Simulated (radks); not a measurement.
Results of a calculation; reference values are marked as such.
Ionisation of Er7+, [Kr] 4d10 4f10 5s2 5p3, to Er8+, [Kr] 4d10 4f10 5s2 5p2, under several functionals. Dirac Kohn-Sham, spin-unpolarised, spherical densities, point nucleus; open shells fill j = l - 1/2 first; a radial shooting solver on a logarithmic mesh with Libxc functionals.

functional                          E(Er7+) (hartree)  Exc (hartree)  IE (eV)  -e(HOMO) (eV)  <r> HOMO (bohr)  IE error (eV)
XLYP                                      -13087.9773      -277.1860   125.11         108.34           0.7050           -5.9
B86b exchange with PBE correlation        -13087.3388      -276.5532   125.15         108.56           0.7044           -5.8
SOGGA                                     -13081.5559      -270.7122   125.06         108.48           0.7045           -5.9
PBE                                       -13086.2550      -275.4578   125.12         108.53           0.7044           -5.9
BP86                                      -13087.9899      -277.2115   125.30         108.67           0.7044           -5.7
PBEsol                                    -13082.0485      -271.2072   125.21         108.61           0.7045           -5.8

NIST Atomic Spectra Database: 131 eV (theoretical). Closest: BP86. The Delta-SCF values span 0.24 eV, the total energies 6.43 hartree. The highest occupied level is 4f7/2. Spin polarisation and multiplet splitting are left out, so open shells lie too high by an amount that depends on their filling.

Beside tabulated values, note that spin-unpolarised runs miss the spin-polarisation part of the exchange energy of open shells.
